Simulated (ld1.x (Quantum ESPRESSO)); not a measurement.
**silver (Ag), RRKJ: configuration errors across variants**

- Element: silver (Ag)
- Generator: ld1.x (Quantum ESPRESSO) 7.5
- Type: norm-conserving RRKJ (Kleinman–Bylander form)
- Functional: PBE
- Relativity: scalar-relativistic
- Frozen core: [Ar] 3d10 4s2
- Valence charge: 17
- Reference configuration: 4p6 4d9 5s0 5p0 (charge +2)
- Partial waves: 4p (bound): rc 1.30 bohr; 4d (bound): rc 1.55 bohr; 5s (bound, empty): rc 1.65 bohr
- Local potential: the s channel
- Core correction: a·sin(br)/r model core, default radius (core density twice the valence density)
- rho0: 0.005

All-electron excitation energies from the reference (eV): (1) 4p6 4d10 5s1 5p0 -29.871; (2) 4p6 4d10 5s0 5p0 -22.114; (3) 4p6 4d8 5s0 5p0 36.193; (4) 4p6 4d7 5s0 5p0 87.909; (5) 4p6 4d9 5s2 5p0 -25.794; (6) 4p6 4d9 5s1 5p1 -21.299; (7) 4p6 4d10 5s0 5p1 -26.005.

The default core radius of the base comes out at 0.61 bohr.

Errors AE − PS in meV (a dash: test not solved or not reliable):

```tsv
change	(1)	(2)	(3)	(4)	(5)	(6)	(7)	bound ghosts
base	-23	-71	-111	-482	+15	-483	-387	none
core correction none	-12	-66	-104	-446	+28	-475	-381	none
core correction a·sin(br)/r model core inside 0.60 bohr	-23	-71	-111	-482	+15	-483	-387	none
core correction a·sin(br)/r model core inside 0.70 bohr	-23	-71	-112	-483	+15	-483	-387	none
core correction a·sin(br)/r model core inside 0.84 bohr	-23	-72	-112	-484	+15	-483	-387	none
core correction a·sin(br)/r model core inside 1.06 bohr	-23	-72	-112	-484	+16	-482	-387	none
core correction a·sin(br)/r model core inside 1.24 bohr	-23	-72	-111	-482	+18	-481	-387	none
core correction a·sin(br)/r model core inside 1.50 bohr	-23	-71	-110	-476	+18	-482	-387	none
```

(1) Give the same row for: core correction a·sin(br)/r model core inside 1.38 bohr.

Answers

(1) -23, -71, -111, -479, +19, -481, -387; bound ghosts: none.
